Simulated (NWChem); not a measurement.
System: CaHOBr; SMILES [OH][Ca][Br]

```xyz
4

Ca     0.2311     1.1547    -0.0001
Br    -0.0492    -1.4744     0.0001
O     -0.2857     3.0665     0.0012
H     -0.6141     3.9778    -0.0107
```
Atoms are numbered in this order, from 1.

Results from NWChem. Coordinates come from a PBE-D3(BJ)/def2-SVP optimisation. B3LYP is NWChem's, with the RPA form of VWN correlation. Vertical excitations in the gas phase; the lowest state need not have the same character in each row.

Q: Among these, which level gives the highest value of “lowest excitation, singlet (eV)”?
(A) PBE/def2-SVPD, TDA
(B) BHandHLYP/def2-SVPD, TDA
(C) B3LYP/def2-SVPD, TDA
(D) Hartree-Fock/def2-SVPD, CIS

A: D, Hartree-Fock/def2-SVPD, CIS. Values: PBE/def2-SVPD, TDA 3.75; B3LYP/def2-SVPD, TDA 4.18; BHandHLYP/def2-SVPD, TDA 4.93; Hartree-Fock/def2-SVPD, CIS 6.00
